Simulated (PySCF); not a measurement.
Bonds: Si1-F2 1.595 Å, Si1-F3 1.596 Å, Si1-F4 1.593 Å, Si1-O5 1.602 Å, O5-Si6 1.670 Å. Si6 carries H7, H8, H9.

Geometry: PBE0-D3(BJ)/def2-SVP; GIAO shifts from PySCF 2.14.0 with density-fitted response routines, gas phase, non-relativistic, averaged over equivalent atoms.

At PBE0/pcSseg-1 (131 basis functions, 11 s wall time on 1 thread of an Arm Neoverse V2, shared host):
| atoms | δ (ppm) |
| --- | --- |
| Si6 | -30.5 |
| Si1 | -103.5 |
| F2/F3/F4 | -159.0 |
| O5 | 26.3 |
| H7/H8/H9 | 5.11 |

δ = σ(ref) − σ, references computed at the same level: TMS for 29Si (σ = 351.99 ppm) and 1H (σ = 31.27 ppm); 19F (σ = 177.25 ppm) against CFCl3; 17O (σ = 334.56 ppm) against H2O.

Task: Estimate the result of repeating the calculation with KT2/pcSseg-1.

Result: 
| atoms | δ at KT2/pcSseg-1 | change |
| --- | --- | --- |
| Si6 | -27.6 | +2.9 |
| Si1 | -96.5 | +7.0 |
| F2/F3/F4 | -184.1 | -25.1 |
| O5 | 27.5 | +1.2 |
| H7/H8/H9 | 5.25 | +0.14 |

Referencing at the same level of theory: TMS for 29Si (361.05 ppm), 1H (31.18 ppm); 19F (138.57 ppm) vs CFCl3; 17O (330.66 ppm) vs H2O.

The largest change is at F2/F3/F4 (fluorine bonded to Si). Cost: 131 basis functions, 10 s wall time on 1 thread of an Arm Neoverse V2, shared host.

Unscaled 19F shifts against computed CFCl3 carry errors that often reach 10 to 50 ppm. Experimental scales use liquid or dissolved standards, which lie at an offset from isolated H2O (liquid H2O: subtract about 36 ppm).
